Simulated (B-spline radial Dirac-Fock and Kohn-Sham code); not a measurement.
Form factor and incoherent scattering function of Cu⁵⁺

System: copper as Cu⁵⁺, configuration [Ar] 3d6.

The run's input, task.json:

```json
{"items": [{
  "Z": 29,
  "q": 5,
  "cfg": [[1, 0, 2], [2, 0, 2], [2, 1, 6], [3, 0, 2], [3, 1, 6], [3, 2, 6]],
  "A": 63,
  "rrms": 3.8823,
  "do": ["scatter"],
  "s": [0.0, 0.09, 0.11, 0.13, 0.16, 0.2, 0.25, 0.31, 0.38, 0.46, 0.57, 0.7, 0.86, 1.06, 1.3, 1.6, 1.97, 2.42, 2.98, 3.66, 4.5, 5.54, 6.81],
  "pz": [0, 0.1, 0.2, 0.3, 0.4, 0.5, 0.6, 0.8, 1.0, 1.2, 1.4, 1.6, 1.8, 2.0, 2.5, 3.0, 4.0, 5.0, 7.0, 10.0, 15.0, 20.0, 30.0, 40.0, 60.0, 100.0],
  "hv_scatter": [2000, 5000, 10000, 17479.3, 30000, 50000, 200000, 500000]
}]}
```

Run with: `python xray_run.py task.json out`

Calculated with a radial B-spline solver, using relativistic Hartree-Fock (Dirac-Fock) wave functions, averaged over the configuration. f₀ is the Fourier transform of the spherical electron density, S the Waller-Hartree incoherent function, and s = sin θ/λ. The electron scattering factor follows from the Mott-Bethe formula f_e = 0.023934 Å⁻¹·(Z − f₀)/s².

```tsv
s (Å⁻¹)	f₀	S	f_e (Å)
0	24.000	0.000	–
0.09	23.453	0.540	16.389
0.11	23.191	0.794	11.489
0.13	22.884	1.089	8.662
0.16	22.344	1.597	6.223
0.2	21.499	2.371	4.488
0.25	20.289	3.440	3.336
0.31	18.699	4.783	2.565
0.38	16.789	6.329	2.024
0.46	14.699	7.980	1.618
0.57	12.208	9.982	1.237
0.7	9.976	11.951	0.929
0.86	8.174	13.854	0.674
1.06	6.877	15.605	0.471
1.3	5.947	17.114	0.326
1.6	5.025	18.516	0.224
1.97	3.962	19.815	0.154
2.42	2.893	20.917	0.107
2.98	2.032	21.767	0.073
3.66	1.504	22.376	0.049
4.5	1.212	22.854	0.033
5.54	1.006	23.258	0.022
6.81	0.800	23.578	0.015
```

f₀ starts at the number of electrons, 24, and has fallen to half at s ≈ 0.58 Å⁻¹. The sum of ⟨r²⟩ over the electrons is 9.342 bohr². For an ion f_e diverges as s goes to zero, because of the net charge.
